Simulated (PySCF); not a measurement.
BeFH₃OSi.

```xyz
7

Be     0.0000     0.0000     1.3770
F      0.0000     0.0000     2.7631
O      0.0000     0.0000    -0.0299
Si     0.0000     0.0000    -1.6831
H      1.2140    -0.7009    -2.1909
H      0.0000     1.4018    -2.1909
H     -1.2140    -0.7009    -2.1909
```

Coordinates come from a B3LYP-D3(BJ)/def2-SVP optimisation. The values are those of a single conformer.

Calculation: HF/pcSseg-2 (PySCF). Non-relativistic, no solvent.

**Question.** Give the absolute GIAO shielding of each atom: isotropic value and principal components (ppm). (An estimate is asked for; the answer gives what the named calculation found.)

**Answer.** 
| atom | σ(iso) | σ11 | σ22 | σ33 | span |
|---|---|---|---|---|---|
| Be1 | 111.4 | 85.5 | 85.5 | 163.2 | 77.7 |
| F2 | 406.7 | 368.1 | 368.1 | 483.7 | 115.6 |
| O3 | 323.8 | 305.1 | 305.1 | 361.2 | 56.1 |
| Si4 | 431.9 | 402.8 | 402.8 | 490.0 | 87.1 |
| H5 | 27.1 | 24.2 | 25.5 | 31.7 | 7.5 |
| H6 | 27.1 | 24.2 | 25.5 | 31.7 | 7.5 |
| H7 | 27.1 | 24.2 | 25.5 | 31.7 | 7.5 |
